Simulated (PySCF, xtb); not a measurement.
CH7F2NSi2, SMILES C[SiH2]N[SiH](F)F.

GFN2-xTB (xtb) at its own geometry gives an orbital gap of 5.80 eV and a dipole moment of 2.96 D.

Geometry: B3LYP-D3(BJ)/def2-SVP. The structure was generated by enumeration, and PubChem lists no compound with its InChIKey, so it may never have been made. One conformer was computed; it need not be the lowest.

### Question
What does PySCF with HF/def2-TZVP give? (An estimate is asked for; the answer gives what the named calculation found.)

### Answer
gap 14.62 eV (levels -11.48 and 3.14 eV), dipole 2.76 D.
